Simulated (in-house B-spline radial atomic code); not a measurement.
## The nickel ion Ni¹⁶⁺: [Ne] 3s2

All numbers are computed (Dirac-Kohn-Sham LDA exchange-only, spherical fractional occupations; Fermi nucleus of rms radius 3.7757 fm) with a B-spline radial code for spherical atoms, not measured.

Z_r = [3n² - l(l+1)]/(2<r>); Z_e = n√(-2ε); the last column is Slater's effective charge. Values are occupation-weighted means over j.

| shell | electrons | ε (eV) | <r> (bohr) | Z_r | Z_e | Slater |
| --- | --- | --- | --- | --- | --- | --- |
| 1s | 2 | -8761.1 | 0.05415 | 27.70 | 25.38 | 27.70 |
| 2s | 2 | -1521.4 | 0.242 | 24.80 | 21.15 | 23.85 |
| 2p | 6 | -1390.8 | 0.2119 | 23.59 | 20.22 | 23.85 |
| 3s | 2 | -551.97 | 0.6171 | 21.88 | 19.11 | 18.85 |

The least bound orbital is 3s1/2 at -552 eV, and it is also the most diffuse (<r> = 0.6171 bohr).

Spin-orbit splittings of the orbital energies (j = l + 1/2 above j = l - 1/2 when positive): 2p 17.96 eV.

For the 1s electron the small component carries 1.02 % of the norm, the zero-frequency Breit interaction raises the level by 10.41 eV, self-energy by 5.299 eV, and vacuum polarisation lowers it by 0.4714 eV.
